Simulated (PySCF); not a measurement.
Exercise with solution: oscillator strength and radiative lifetime

C3H9NOSi, SMILES C/C=C/[Si@H](O)N.

Geometry optimised at ωB97X-D3(BJ)/def2-SVP. The structure was generated by enumeration; whether it is a known compound was not checked. The values are those of a single conformer.

TDA-CAM-B3LYP/def2-SVPD run with PySCF puts the first singlet state with f over 0.02 at 6.70 eV (vertical), with the transition dipole (-0.442, -0.113, -0.164) in atomic units.

**Question.** Find the oscillator strength, the wavelength and the radiative lifetime that this transition would have in vacuum if emission retraced absorption.

**Answer.** 
|μ|² = 0.2350 au, so |μ| = 1.23 D. ΔE = 6.70/27.211 = 0.2462 hartree. f = (2/3) ΔE |μ|² = 0.039 (the program prints 0.039).
λ = 1239.84/6.70 = 185 nm; ν = 54039 cm⁻¹.
Einstein's coefficient A = 0.6670 ν² f s⁻¹ (ν in cm⁻¹) = 7.5e7 s⁻¹, so τ = 1/A = 13 ns. This state is S1. The figure is the radiative limit of this one transition; relaxation, internal conversion, crossing to triplets and a medium change what is measured.
